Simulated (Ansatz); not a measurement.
A thermochemical cycle in electronic energies (no zero-point or thermal terms), species as SMILES, kcal/mol. Geometries: B3LYP-D3(BJ)/def2-TZVP minima from Ansatz (a program for electronic structure), one conformer each, not searched for the lowest. Cores are frozen in the correlated levels unless marked. UHF or UKS for open shells. No spin-orbit coupling. Non-relativistic. CBS marks a two-point X^-3 extrapolation of the correlation energy; Hartree-Fock from the larger set. [CCSD(T)-MP2]/basis is that difference in the basis named. Anions need diffuse functions, of which def2-TZVPD holds fewer than the aug- sets.

| step | RI-MP2/CBS(aug-cc-pV(T+d)Z,aug-cc-pV(Q+d)Z)+[CCSD(T)-MP2]/aug-cc-pV(T+d)Z (Ansatz) | wB97X-V/def2-TZVPD (Ansatz) |
|---|---|---|
| bond energy D: N[SiH2]N[SiH3] -> N[SiH]N[SiH3] + H atom | 99.5 | 98.4 |
| deprotonation energy A: N[SiH2]N[SiH3] → N[SiH-]N[SiH3] + H+ | 385.8 | 388.0 |
| ionisation of the H atom at the same level, IE | 313.7 | 314.1 |

**Question.** Find the electron affinity EA, positive where the anion is bound: N[SiH]N[SiH3] + e- → N[SiH-]N[SiH3].

**Answer.** Breaking the bond, ionising the H atom and attaching the electron to the radical add up to the deprotonation, A = D + IE - EA. At RI-MP2/CBS(aug-cc-pV(T+d)Z,aug-cc-pV(Q+d)Z)+[CCSD(T)-MP2]/aug-cc-pV(T+d)Z: EA = D + IE - A = 99.5 + 313.7 - 385.8 = 27.4. At wB97X-V/def2-TZVPD: EA = D + IE - A = 98.4 + 314.1 - 388.0 = 24.5. The functional differs from the first level by -1.1 in D, -2.9 in EA and +2.2 in A; for EA and A the gap mixes functional and basis. The site is the one shown; other sites or isomers of the anion may lie lower.
